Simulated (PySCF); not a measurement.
Compound: C3H6N2Si.
Cartesian coordinates in Å at the GFN2-xTB level; atoms count from 1:
```xyz
12
C3H6N2Si angstrom
C     -2.1559   -0.7221    0.3782
N     -1.3064   -0.1884   -0.3633
Si    -0.1238    1.0457   -0.2092
C      1.5156    0.1136   -0.5713
C      1.8037   -0.8224    0.4642
N      2.0028   -1.5655    1.3126
H     -2.3417   -0.4431    1.4179
H     -2.7718   -1.5269   -0.0159
H      0.0232    1.7717    1.0564
H     -0.4156    1.9323   -1.3318
H      2.3358    0.8273   -0.6468
H      1.4353   -0.4228   -1.5170
```

Four sets of settings were typed for PySCF runs (density fitting) on one GFN2-xTB geometry. Runs with no stated cap are allowed at least 80 cycles.

Question: One run ended without self-consistency. Which?
A. X3LYP/pcSseg-1, fitting basis def2-universal-jkfit, level shift 0.1 Eh
B. KT3/pcSseg-1, energy threshold 0.001 Eh, at most 8 cycles
C. PBE/SBKJC-VDZ, DIIS off, at most 98 cycles
D. PBE0/6-311G**, grid level 4, start guess atom

Answer: C. The energy swings between two values 4 Eh apart, cycle after cycle, with a gradient of 6.6e+00 at cycle 98; DIIS was off. Go back to DIIS. Its energy and orbitals aren't self-consistent and shouldn't be used.

The end of its output:
```
cycle  88  E = 32.8913422654  dE =  4.002e+00  |g| = 6.602e+00  |ddm| = 6.188e+01
cycle  89  E = 28.8888914523  dE = -4.002e+00  |g| = 6.134e+00  |ddm| = 6.188e+01
cycle  90  E = 32.8913422654  dE =  4.002e+00  |g| = 6.602e+00  |ddm| = 6.188e+01
cycle  91  E = 28.8888914523  dE = -4.002e+00  |g| = 6.134e+00  |ddm| = 6.188e+01
cycle  92  E = 32.8913422654  dE =  4.002e+00  |g| = 6.602e+00  |ddm| = 6.188e+01
cycle  93  E = 28.8888914523  dE = -4.002e+00  |g| = 6.134e+00  |ddm| = 6.188e+01
cycle  94  E = 32.8913422654  dE =  4.002e+00  |g| = 6.602e+00  |ddm| = 6.188e+01
cycle  95  E = 28.8888914523  dE = -4.002e+00  |g| = 6.134e+00  |ddm| = 6.188e+01
cycle  96  E = 32.8913422654  dE =  4.002e+00  |g| = 6.602e+00  |ddm| = 6.188e+01
cycle  97  E = 28.8888914523  dE = -4.002e+00  |g| = 6.134e+00  |ddm| = 6.188e+01
cycle  98  E = 32.8913422654  dE =  4.002e+00  |g| = 6.602e+00  |ddm| = 6.188e+01
SCF not converged, last energy = 32.8913422654
```

The others met their thresholds:

| settings | basis functions | SCF cycles | E (Eh) | HOMO (eV) | LUMO (eV) | dipole (D) |
| --- | --- | --- | --- | --- | --- | --- |
| KT3/pcSseg-1, energy threshold 0.001 Eh, at most 8 cycles | 139 | 6 | -522.7090 | -6.11 | -2.23 | 3.25 |
| PBE0/6-311G**, grid level 4, start guess atom | 152 | 11 | -516.5651 | -7.29 | -1.12 | 3.35 |
| X3LYP/pcSseg-1, fitting basis def2-universal-jkfit, level shift 0.1 Eh | 139 | 11 | -516.7467 | -7.18 | -1.32 | 3.43 |

The row «KT3/pcSseg-1, energy threshold 0.001 Eh, at most 8 cycles» carries the error of a grid, fitting basis or threshold typed as a poor one on purpose, so its figures aren't the species' properties at that level. All basis functions are spherical, in the Pople sets too. KT3 was designed for NMR shieldings or shifts; total energies of different functionals aren't comparable.
